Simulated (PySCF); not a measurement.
An unknown gives this computed stick spectrum. Computed with TDDFT PBE0/def2-SVPD, vertical, gas phase, core orbitals frozen in the response (PySCF 2.14.0, density-fitted response routines). Geometries: GFN2-xTB, one conformer each.

| state | ν̃ (cm⁻¹) | f | main configurations (H = HOMO, L = LUMO) |
| --- | --- | --- | --- |
| S1 | 37220 | 0.0000 | H-1→L (95%) |
| S2 | 39280 | 0.387 | H→L (96%) |
| S3 | 45910 | 0.0002 | H-3→L (97%) |
| S4 | 48890 | 0.014 | H-2→L (86%) |
| S5 | 50600 | 0.039 | H-4→L (82%), H→L+1 (10%) |
| S6 | 54700 | 0.0017 | H→L+2 (98%) |
| S7 | 57960 | 0.0009 | H→L+3 (97%) |
| S8 | 58410 | 0.103 | H→L+1 (83%) |

Triplets computed (Tamm–Dancoff): 3.12, 4.20, 4.95 eV.

**Question.** Which structure fits? All have the formula C5H2ClFO2.
A. `O=C(Cl)c1ccc(F)o1`
B. `c1c(Cl)cc(o1)C(=O)F`
C. `O=C(F)c1occc1Cl`

**Answer.** A. Its S1, at 4.62 eV, is the lowest among the candidates; the nearest of the others has S1 at 4.90 eV. S1 is HOMO-1→LUMO (95%). Löwdin shares by element: HOMO carbon 69% or more (atoms not listed hold the other 31%); LUMO carbon 49% or more, oxygen 19% or more (atoms not listed hold the other 33%). At the same level the other candidates give, for their lowest levels:
- `O=C(F)c1cc(Cl)co1`: 4.90 eV (f 0.212); 5.25 eV (f 0.000); 5.84 eV (f 0.189); 6.35 eV (f 0.000); 6.60 eV (f 0.000); T1 3.23 eV; HOMO -7.77, LUMO -2.32 eV
- `O=C(F)c1occc1Cl`: 5.13 eV (f 0.293); 5.14 eV (f 0.000); 5.61 eV (f 0.108); 6.14 eV (f 0.000); 6.75 eV (f 0.000); T1 3.24 eV; HOMO -7.78, LUMO -2.21 eV

The values belong to the conformer `[O:1]=[C:2]([Cl:3])[c:4]1[cH:5][cH:6][c:7]([F:8])[o:9]1`: O1–C2–C4–C5 0°.
